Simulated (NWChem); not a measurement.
System: C3H6Cl cation

Here is an NWChem input.

```
start job
memory heap 200 mb stack 900 mb global 1100 mb
charge 1
geometry units angstroms noautosym nocenter noautoz
  C     -1.272605     1.068090    -0.062989
  C      0.001935     0.356753     0.039556
  C      1.297295     1.034111    -0.025238
  Cl    -0.022903    -1.300024     0.239179
  H     -1.514306     1.403828     0.981427
  H     -1.171628     2.002918    -0.651745
  H     -2.114255     0.433801    -0.398359
  H      1.545084     1.104918    -1.118640
  H      2.121021     0.473025     0.454166
  H      1.226090     2.084574     0.324319
end
basis spherical
  * library def2-svp
end
dft
  xc b3lyp
  iterations 150
end
property
  efieldgrad
end
task dft property
```

Output (shortened):

```
             Northwest Computational Chemistry Package (NWChem) 7.3.0
             --------------------------------------------------------

                             Geometry "geometry" -> ""
                             -------------------------

 Output coordinates in angstroms (scale by  1.889725989 to convert to a.u.)

  No.       Tag          Charge          X              Y              Z
 ---- ---------------- ---------- -------------- -------------- --------------
    1 C                    6.0000    -1.27260500     1.06809000    -0.06298900
    2 C                    6.0000     0.00193500     0.35675300     0.03955600
    3 C                    6.0000     1.29729500     1.03411100    -0.02523800
    4 Cl                  17.0000    -0.02290300    -1.30002400     0.23917900
    5 H                    1.0000    -1.51430600     1.40382800     0.98142700
    6 H                    1.0000    -1.17162800     2.00291800    -0.65174500
    7 H                    1.0000    -2.11425500     0.43380100    -0.39835900
    8 H                    1.0000     1.54508400     1.10491800    -1.11864000
    9 H                    1.0000     2.12102100     0.47302500     0.45416600
   10 H                    1.0000     1.22609000     2.08457400     0.32431900

 Effective nuclear repulsion energy (a.u.)     158.4647238308

                              NWChem Property Module
                              ----------------------

  itol2e modified to match energy
  convergence criterion.

                                 NWChem DFT Module
                                 -----------------

 Summary of "ao basis" -> "ao basis" (spherical)
 ------------------------------------------------------------------------------
       Tag                 Description            Shells   Functions and Types
 ---------------- ------------------------------  ------  ---------------------
 C                          def2-svp                 6       14   3s2p1d
 Cl                         def2-svp                 8       18   4s3p1d
 H                          def2-svp                 3        5   2s1p

  itol2e modified to match energy
  convergence criterion.

            General Information
            -------------------
          SCF calculation type: DFT
          Wavefunction type:  closed shell.
          No. of atoms     :    10
          No. of electrons :    40
           Alpha electrons :    20
            Beta electrons :    20
          Charge           :     1
          Spin multiplicity:     1
          Use of symmetry is: off; symmetry adaption is: off
          Maximum number of iterations: 150
          AO basis - number of functions:    90
                     number of shells:    44
          Convergence on energy requested:  1.00D-07
          Convergence on density requested:  1.00D-05
          Convergence on gradient requested:  5.00D-04

              XC Information
              --------------
                         B3LYP Method XC Potential
                     Hartree-Fock (Exact) Exchange  0.200
                        Slater Exchange Functional  0.800 local
                    Becke 1988 Exchange Functional  0.720 non-local
              Lee-Yang-Parr Correlation Functional  0.810
                  VWN I RPA Correlation Functional  0.190 local

             Grid Information
             ----------------
          Grid used for XC integration:  fine
          Radial quadrature: Mura-Knowles
          Angular quadrature: Lebedev.
          Tag              B.-S. Rad. Rad. Pts. Rad. Cut. Ang. Pts.
          ---              ---------- --------- --------- ---------
          C                   0.70       70          10.0       590
          Cl                  1.00      123          10.0       770
          H                   0.35       60          11.0       590
          Grid pruning is: on
          Number of quadrature shells:   693
          Spatial weights used:  Erf1

      Superposition of Atomic Density Guess
      -------------------------------------

 Sum of atomic energies:        -575.19362483

 Renormalizing density from      41.00 to     40

      Non-variational initial energy
      ------------------------------

 Total energy =    -568.332862
 1-e energy   =   -1076.722757
 2-e energy   =     349.925171
 HOMO         =      -0.722567
 LUMO         =      -0.384207

   convergence    iter        energy       DeltaE   RMS-Dens  Diis-err
 ---------------- ----- ----------------- --------- --------- ---------
 d= 0,ls=0.0,diis     1   -577.4903307586 -7.36D+02  1.93D-02  1.18D+00
 d= 0,ls=0.0,diis     2   -577.3255388050  1.65D-01  1.58D-02  2.04D+00
 d= 0,ls=0.0,diis     3   -577.5732451826 -2.48D-01  4.20D-03  2.10D-01
 d= 0,ls=0.0,diis     4   -577.6015733565 -2.83D-02  1.01D-03  1.17D-02
 d= 0,ls=0.0,diis     5   -577.6031923379 -1.62D-03  1.12D-04  1.04D-04
  Resetting Diis
 d= 0,ls=0.0,diis     6   -577.6032065247 -1.42D-05  2.71D-05  3.64D-06
 d= 0,ls=0.0,diis     7   -577.6032070747 -5.50D-07  1.13D-05  3.13D-07
 d= 0,ls=0.0,diis     8   -577.6032070710  3.67D-09  6.23D-06  3.38D-07

         Total DFT energy =     -577.603207070984
      One electron energy =    -1096.791112756850
           Coulomb energy =      407.116629418766
    Exchange-Corr. energy =      -46.393447563743
 Nuclear repulsion energy =      158.464723830843

 Numeric. integr. density =       40.000002356329

                       DFT Final Molecular Orbital Analysis
                       ------------------------------------

 Vector   18  Occ=2.000000D+00  E=-6.071606D-01
              MO Center=  1.0D-02,  9.2D-01, -2.8D-02, r^2= 3.4D+00
   Bfn.  Coefficient  Atom+Function         Bfn.  Coefficient  Atom+Function
  ----- ------------  ---------------      ----- ------------  ---------------
     4      0.297139   1 C  px               32      0.291979   3 C  px
    71     -0.263810   7 H  s                81      0.263838   9 H  s
    18     -0.214038   2 C  px               33     -0.176979   3 C  py
     5      0.167499   1 C  py               66      0.159945   6 H  s
    86     -0.159956  10 H  s                 7      0.123560   1 C  px

[...]

          -----------------------
          Electric field gradient
          -----------------------

 1 a.u. = 0.324123 10**(16) esu/cm**3  ( or statvolts/cm**2 ) = 0.97174 10**(22) v/m**2

 ------------------------------------------------------------
   Atom      X         Y         Z
 ------------------------------------------------------------
    1 C   -2.40487   2.01840  -0.11903
 ------------------------------------------------------------

 Electric field gradient in molecular frame (a.u.)
         XX             YY             ZZ             XY             XZ             YZ
 ------------------------------------------------------------------------------------------
       -0.058866       0.060898      -0.002032       0.125938       0.002177      -0.006894

 Principal components (a.u.) and orientation
 of principal axis w.r.t. absolute frame                      Asymmetry parameter eta
 --------------------------------------------------------------------------------------
        0.140619      -0.138658      -0.001961                       0.972108

        0.533295       0.844352       0.051638
        0.845296      -0.534263       0.006069
       -0.032713      -0.040413       0.998647

 ------------------------------------------------------------
   Atom      X         Y         Z
 ------------------------------------------------------------
    2 C    0.00366   0.67417   0.07475
 ------------------------------------------------------------

 Electric field gradient in molecular frame (a.u.)
         XX             YY             ZZ             XY             XZ             YZ
 ------------------------------------------------------------------------------------------
        0.663207       0.124037      -0.787244       0.001362       0.076695      -0.112590

 Principal components (a.u.) and orientation
 of principal axis w.r.t. absolute frame                      Asymmetry parameter eta
 --------------------------------------------------------------------------------------
       -0.804914       0.667290       0.137623                       0.658042

       -0.051902       0.998541       0.014882
        0.120233      -0.008545       0.992709
        0.991388       0.053313      -0.119615

 ------------------------------------------------------------
   Atom      X         Y         Z
 ------------------------------------------------------------
    3 C    2.45153   1.95419  -0.04769
 ------------------------------------------------------------

 Electric field gradient in molecular frame (a.u.)
         XX             YY             ZZ             XY             XZ             YZ
 ------------------------------------------------------------------------------------------
       -0.066185       0.067620      -0.001436      -0.118043       0.031546      -0.009770

 Principal components (a.u.) and orientation
 of principal axis w.r.t. absolute frame                      Asymmetry parameter eta
 --------------------------------------------------------------------------------------
        0.140620      -0.138660      -0.001960                       0.972128

       -0.507963       0.859621       0.055007
        0.844262       0.484186       0.229753
       -0.170867      -0.163146       0.971693

 ------------------------------------------------------------
   Atom      X         Y         Z
 ------------------------------------------------------------
    4 Cl  -0.04328  -2.45669   0.45198
 ------------------------------------------------------------

 Electric field gradient in molecular frame (a.u.)
         XX             YY             ZZ             XY             XZ             YZ
 ------------------------------------------------------------------------------------------
        2.939571      -3.064587       0.125016      -0.063592       0.225182       0.386650

 Principal components (a.u.) and orientation
 of principal axis w.r.t. absolute frame                      Asymmetry parameter eta
 --------------------------------------------------------------------------------------
       -3.112126       2.957652       0.154473                       0.900728

        0.014882       0.996899      -0.077271
        0.992710      -0.005487       0.120404
       -0.119606       0.078500       0.989713

 ------------------------------------------------------------
   Atom      X         Y         Z
 ------------------------------------------------------------
    5 H   -2.86162   2.65285   1.85463
 ------------------------------------------------------------

 Electric field gradient in molecular frame (a.u.)
         XX             YY             ZZ             XY             XZ             YZ
 ------------------------------------------------------------------------------------------
        0.107194       0.096925      -0.204119       0.028437       0.072930      -0.106278

 Principal components (a.u.) and orientation
 of principal axis w.r.t. absolute frame                      Asymmetry parameter eta
 --------------------------------------------------------------------------------------
       -0.254720       0.133291       0.121429                       0.046570

       -0.211018       0.460353       0.862291
        0.298388       0.870386      -0.391654
        0.930825      -0.174651       0.321031

 ------------------------------------------------------------
   Atom      X         Y         Z
 ------------------------------------------------------------
    6 H   -2.21406   3.78497  -1.23162
 ------------------------------------------------------------

 Electric field gradient in molecular frame (a.u.)
         XX             YY             ZZ             XY             XZ             YZ
 ------------------------------------------------------------------------------------------
        0.123024      -0.149582       0.026558      -0.033467       0.022343       0.183728

 Principal components (a.u.) and orientation
 of principal axis w.r.t. absolute frame                      Asymmetry parameter eta
 --------------------------------------------------------------------------------------
       -0.269382       0.142309       0.127072                       0.056563

        0.101976       0.070083       0.992315
        0.841689       0.525622      -0.123619
       -0.530246       0.847827      -0.005387

 ------------------------------------------------------------
   Atom      X         Y         Z
 ------------------------------------------------------------
    7 H   -3.99536   0.81977  -0.75279
 ------------------------------------------------------------

 Electric field gradient in molecular frame (a.u.)
         XX             YY             ZZ             XY             XZ             YZ
 ------------------------------------------------------------------------------------------
       -0.099288      -0.005715       0.105003      -0.175533      -0.096111      -0.072382

 Principal components (a.u.) and orientation
 of principal axis w.r.t. absolute frame                      Asymmetry parameter eta
 --------------------------------------------------------------------------------------
       -0.272507       0.143433       0.129074                       0.052691

        0.756047      -0.287175      -0.588153
        0.579816      -0.123035       0.805404
        0.303655       0.949944      -0.073489

 ------------------------------------------------------------
   Atom      X         Y         Z
 ------------------------------------------------------------
    8 H    2.91979   2.08799  -2.11392
 ------------------------------------------------------------

 Electric field gradient in molecular frame (a.u.)
         XX             YY             ZZ             XY             XZ             YZ
 ------------------------------------------------------------------------------------------
        0.106044       0.129576      -0.235621      -0.009714       0.079515       0.022465

 Principal components (a.u.) and orientation
 of principal axis w.r.t. absolute frame                      Asymmetry parameter eta
 --------------------------------------------------------------------------------------
       -0.254723       0.133293       0.121430                       0.046570

       -0.216422      -0.433814       0.874624
       -0.062425       0.900172       0.431039
        0.974302      -0.038687       0.221897

 ------------------------------------------------------------
   Atom      X         Y         Z
 ------------------------------------------------------------
    9 H    4.00815   0.89389   0.85825
 ------------------------------------------------------------

 Electric field gradient in molecular frame (a.u.)
         XX             YY             ZZ             XY             XZ             YZ
 ------------------------------------------------------------------------------------------
       -0.089502       0.025104       0.064399       0.151015      -0.132903       0.094253

 Principal components (a.u.) and orientation
 of principal axis w.r.t. absolute frame                      Asymmetry parameter eta
 --------------------------------------------------------------------------------------
       -0.272507       0.143433       0.129074                       0.052690

        0.739658      -0.280022       0.611959
       -0.513198       0.353550       0.782068
        0.435354       0.892519      -0.117799

[...]
```

Level: B3LYP/def2-SVP. Structure relaxed at the PBE-D3(BJ)/def2-SVP level. NWChem prints the field gradient with the sign opposite to the second derivative of the potential.
